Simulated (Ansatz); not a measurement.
Z-matrix (Å, degrees):
```
Al
F 1 1.650
S 1 2.208 2 120.0
N 1 1.758 2 118.5 3 -166.9
S 1 2.468 2 106.1 3 56.3
H 4 1.006 1 124.7 2 166.9
H 4 1.006 1 124.3 2 -10.9
H 5 1.350 1 97.6 2 147.5
```

Total charge 0; spin multiplicity 1. The bonds changed during the relaxation, so this is another structure than the one it started from.

Question: List the PBE/def2-TZVPP orbital energies in eV (Ansatz). (Best estimate.)

Answer: The calculation gave: Occupied: -2397.50, -2396.20, -1506.83, -658.65, -379.74, -210.36, -209.11, -156.54, -156.43, -156.27, -155.35, -155.09, -155.02, -107.07, -69.12, -69.02, -68.96, -27.98, -20.59, -20.38, -16.44, -11.80, -11.40, -11.10, -9.78, -9.46, -9.43, -9.14, -8.70, -6.75, -6.45, -5.94. Lowest empty: -2.66, -1.14, -0.80, 0.43, 0.60, 1.18, 2.02, 2.16.
